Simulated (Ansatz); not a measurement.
```yaml
crystal:
  periodic: [false, false, false]
  atoms:
    - {symbol: C, position_ang: [-0.882973, -1.259297, 1.101878]}
    - {symbol: C, position_ang: [0.420476, -0.356812, 0.940251]}
    - {symbol: C, position_ang: [1.672419, -0.459106, 0.040748]}
    - {symbol: O, position_ang: [0.414422, 1.231037, 0.724570]}
    - {symbol: Zn, position_ang: [-0.472134, 1.772281, -0.715031]}
    - {symbol: N, position_ang: [-1.625823, 2.421218, -1.846430]}
    - {symbol: H, position_ang: [-0.142637, -2.388862, 1.342915]}
    - {symbol: H, position_ang: [-1.007863, -1.112191, 0.169025]}
    - {symbol: H, position_ang: [1.036256, -0.169618, 1.912982]}
    - {symbol: H, position_ang: [1.036256, -0.469618, 1.912982]}
    - {symbol: H, position_ang: [0.897834, -0.636597, -1.116302]}
    - {symbol: H, position_ang: [1.981827, -1.878318, 0.039319]}
    - {symbol: H, position_ang: [2.433388, -0.097793, -0.225392]}
    - {symbol: H, position_ang: [-1.244818, 2.414553, -2.799526]}
    - {symbol: H, position_ang: [-2.537438, 2.302286, -1.941316]}
basis:
  gaussian: {orbitals: def2-SVPD, fitting: {mean_field: cc-pVTZ-jkfit}}
hamiltonian: {xc: {name: RPBE}}
```

```sh
$ ansatz run in.yaml --threads 4 --pin off --events-out ev --progress --plain --max-ram 11315MiB
```

It prints (some lines left out):

```
Functional definition: RPBE
Error: <dir> the basis set cc-pVTZ-JKFIT has no functions for Zn
```
